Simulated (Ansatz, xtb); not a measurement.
Species: C2HO, charge -1, multiplicity 1. It need not be the lowest isomer of its formula. Whether it binds its extra electron was not tested at this geometry. SMILES: [C-]#CO
Coordinates optimised at B3LYP-D3(BJ)/def2-TZVP (Ansatz, a program for electronic structure):
```xyz
4

C      1.4717    -0.1374    -0.1602
C      0.2459    -0.0051    -0.0364
O     -1.1061     0.1802     0.0791
H     -1.4565    -0.5864     0.5470
```
Charge -1, spin multiplicity 1.

Harmonic wavenumbers from GFN2-xTB (xtb, at its own minimum), cm⁻¹: 371, 396, 770, 1059, 2080, 3525.

### Question
Give the harmonic wavenumbers at B3LYP-D3(BJ)/def2-TZVP (Ansatz, finite differences of forces, unscaled).

### Answer
305, 371, 928, 1219, 2060, 3722 cm⁻¹. Zero-point energy 12.3 kcal/mol.

### Question
From these and the geometry, give the ideal-gas thermochemistry at 298.15 K and 1 atm (rigid rotor, harmonic oscillator).

### Answer
Point group Cs, rotational symmetry number 1. Rotational constants 643.2, 10.23, 10.07 GHz. S(trans) 37.06, S(rot) 19.12, S(vib) 2.63, S(elec, spin only) 0.00, S 58.8 cal/(mol K). H(298) - H(0) 2.88 kcal/mol; G - E(el) -2.4 kcal/mol.
